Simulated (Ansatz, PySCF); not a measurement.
System: methoxyboronic acid, CH₅BO₃ (charge 0, singlet). 
Geometry from a B3LYP-D3(BJ)/def2-TZVP (Ansatz, an electronic-structure program) optimisation:
```
O
B 1 1.3631
O 2 1.3697 1 120.59
H 3 0.9619 2 112.38 1 180.00
O 2 1.3725 1 119.71 3 180.00
H 5 0.9621 2 112.39 1 0.00
C 1 1.4244 2 120.74 3 0.00
H 7 1.0886 1 107.35 2 180.00
H 7 1.0915 8 109.39 1 -120.52
H 7 1.0915 8 109.39 9 -118.96
```
Charge 0, spin multiplicity 1.

PBE beside other levels, property by property. Cores are frozen in the correlated levels unless marked. UHF or UKS for open shells. No spin-orbit coupling. No relativistic terms. Basis-set limits of correlation are two-point, X^-3; Hartree-Fock from the larger set. The bracket is a focal-point correction in the basis named. Rows marked 298 K are enthalpies with B3LYP-D3(BJ) harmonic zero-point and thermal terms from PySCF. Atomisation energies are electronic, to ground-state atoms; the column to compare with has the core term from cc-pwCVTZ added, other frozen-core levels have none. Vertical energies are electronic, to the SCF solution reached for that spin. The coupled-cluster column (Ansatz) is a level with limits of its own: (a) RI-MP2/CBS(aug-cc-pVTZ,aug-cc-pVQZ)+[CCSD(T)-MP2]/aug-cc-pVTZ; (b) CCSD(T)/CBS(aug-cc-pVTZ,aug-cc-pVQZ); (c) CCSD(T)/CBS(cc-pVTZ,cc-pVQZ).

```tsv
property	SVWN5/def2-TZVPD (Ansatz)	r2SCAN-D4/def2-TZVPD (Ansatz + dftd4)	B3LYP-D3(BJ)/def2-TZVPD (Ansatz + dftd3)	coupled cluster
B-O bond dissociation enthalpy, 298 K, to CO[B]O + [OH] (HO) (kcal/mol)	165.4	141.0	141.9	148.8 (c)
B-O bond dissociation enthalpy, 298 K, to O[B]O + C[O] (kcal/mol)	148.4	129.6	131.4	141.1 (a)
atomisation energy (kcal/mol)	1172.3	1016.4	1011.1	1018.8 (b)
vertical ionisation energy to the doublet (eV)	10.61	10.57	10.82	11.34 (a)
vertical triplet-singlet gap (eV)	6.75	7.06	7.17	7.82 (a)
H-O bond dissociation enthalpy, 298 K, to COB([O])O + H atom (kcal/mol)	131.3	113.2	115.0	120.4 (c)
```

**Question.** What does PBE/def2-TZVPD (Ansatz) give for each property, and on which side of coupled cluster does it fall?

**Answer.** 
- B-O bond dissociation enthalpy, 298 K, to CO[B]O + [OH] (HO): PBE lies 6.3 kcal/mol below coupled cluster; PBE gives 142.5 kcal/mol.
- B-O bond dissociation enthalpy, 298 K, to O[B]O + C[O]: PBE lies 12.5 kcal/mol below coupled cluster; PBE gives 128.6 kcal/mol.
- atomisation energy: PBE lies 12.7 kcal/mol above coupled cluster; PBE gives 1031.5 kcal/mol.
- vertical ionisation energy to the doublet: PBE lies 0.93 eV below coupled cluster; PBE gives 10.41 eV.
- vertical triplet-singlet gap: PBE lies 1.12 eV below coupled cluster; PBE gives 6.70 eV.
- H-O bond dissociation enthalpy, 298 K, to COB([O])O + H atom: PBE lies 6.3 kcal/mol below coupled cluster; PBE gives 114.1 kcal/mol.
